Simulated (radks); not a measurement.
Results of a calculation; reference values are marked as such.
Spherical quantum dot in the effective-mass picture: electrons in a parabolic well V = omega^2 r^2 / 2 with omega = 0.119, with a point charge +1 (a donor) at the centre, all in effective atomic units (hartree* = m*/eps^2 hartree, bohr* = eps/m* bohr), one dielectric constant everywhere. Level of theory: non-relativistic Kohn-Sham, LDA (Slater exchange, Perdew-Wang correlation), spin-polarised, spherical densities (a radial shooting solver with Libxc functionals). Levels are named by radial order and angular momentum (1s, 1p, 1d, 2s, ...), and open shells are averaged over m.

N = 11, configuration 1s2 1p6 1d(up 1, down 0) 2s2. This is the lowest configuration that the search found. Occupied and some empty levels:

| level | occupation | eigenvalue (hartree*) | <r> (bohr*) |
|---|---|---|---|
| 1s up | 1 | 1.5173 | 3.773 |
| 1s down | 1 | 1.5191 | 3.632 |
| 1p up | 3 | 1.5802 | 6.884 |
| 1p down | 3 | 1.5849 | 6.873 |
| 2s up | 1 | 1.5927 | 5.610 |
| 2s down | 1 | 1.5959 | 5.728 |
| 1d up | 1 | 1.6284 | 7.513 |
| 1d down | 0 | 1.6333 | 7.519 |
| 1f up | 0 | 1.6866 | 8.034 |
| 1f down | 0 | 1.6914 | 8.049 |
| 2p up | 0 | 1.7308 | 6.876 |
| 2p down | 0 | 1.7337 | 6.878 |
| 1g up | 0 | 1.7530 | 8.503 |
| 1g down | 0 | 1.7575 | 8.524 |

Energy (hartree*): total 8.97199, kinetic 1.2043, external 0.54829, Hartree 8.8740, exchange-correlation -1.6545.
